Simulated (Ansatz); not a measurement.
**How methods differ on GeH2 (SMILES [H][Ge][H])**

GeH2: 3 atoms, total charge 0, spin state singlet. SMILES: `[H][Ge][H]`. The shape comes from GFN2-xTB, which is rough for such elements, and wasn't checked as a minimum.

```
atom    x (Å)    y (Å)    z (Å)
  Ge   0.0046  -0.0091  -0.7810
   H   1.0988  -0.0178   0.3984
   H  -1.1034   0.0269   0.3826
```

Each level gives the energy change with the Ge1–H3 bond stretched from 1.607 to 4.018 Å (eV). The values are calculated.

```json
{"level": "HF/STO-3G (restricted)", "kind": "Hartree–Fock", "program": "Ansatz", "value (eV)": "9.12", "less FCI/STO-3G": "+5.01", "CPU time (all runs)": "0.23 s"}
{"level": "SVWN5/STO-3G (restricted)", "kind": "LDA", "program": "Ansatz", "value (eV)": "6.53", "less FCI/STO-3G": "+2.42", "CPU time (all runs)": "2.5 s"}
{"level": "r2SCAN/STO-3G (restricted)", "kind": "meta-GGA", "program": "Ansatz", "value (eV)": "6.64", "less FCI/STO-3G": "+2.53", "CPU time (all runs)": "9.3 s"}
{"level": "PBE0/STO-3G (restricted)", "kind": "global hybrid", "program": "Ansatz", "value (eV)": "7.09", "less FCI/STO-3G": "+2.98", "CPU time (all runs)": "1.8 s"}
{"level": "wB97X/STO-3G (restricted)", "kind": "range-separated hybrid", "program": "Ansatz", "value (eV)": "8.16", "less FCI/STO-3G": "+4.05", "CPU time (all runs)": "18 s"}
{"level": "B2PLYP/STO-3G (restricted)", "kind": "double hybrid", "program": "Ansatz", "value (eV)": "5.72", "less FCI/STO-3G": "+1.61", "CPU time (all runs)": "2.1 s"}
{"level": "MP2/STO-3G (restricted)", "kind": "perturbation theory", "program": "Ansatz", "value (eV)": "5.16", "less FCI/STO-3G": "+1.05", "CPU time (all runs)": "0.4 s"}
{"level": "CCSD(T)/STO-3G (restricted)", "kind": "coupled cluster or CI", "program": "Ansatz", "value (eV)": "4.08", "less FCI/STO-3G": "-0.03", "CPU time (all runs)": "0.53 s"}
{"level": "CCSDT/STO-3G (restricted)", "kind": "coupled cluster or CI", "program": "Ansatz", "value (eV)": "4.10", "less FCI/STO-3G": "-0.01", "CPU time (all runs)": "0.87 s"}
{"level": "FCI/STO-3G", "kind": "exact in the basis", "program": "Ansatz", "value (eV)": "4.11", "less FCI/STO-3G": "0.00", "CPU time (all runs)": "1.3 s"}
```

FCI/STO-3G is exact within its basis and frozen core, so for wave-function methods in that basis the difference is their error; functionals converge differently with the basis, so for them it is only a difference. Spin-restricted single references rise too steeply as a bond breaks, Hartree–Fock most of all. Perturbation and coupled-cluster corrections on them can overshoot downwards. All-electron rows without a relativistic Hamiltonian named are non-relativistic. The first shape isn't each level's own minimum. The values span 4.08 to 9.12 eV. All rows use very small basis sets, so even the best lies far from the true value. In the correlated wave-function rows the outer d shell of Ge is correlated, in sets not made for it. Times are those of the runs behind each value, whatever else they computed, on shared processors of several kinds: orders of magnitude only.
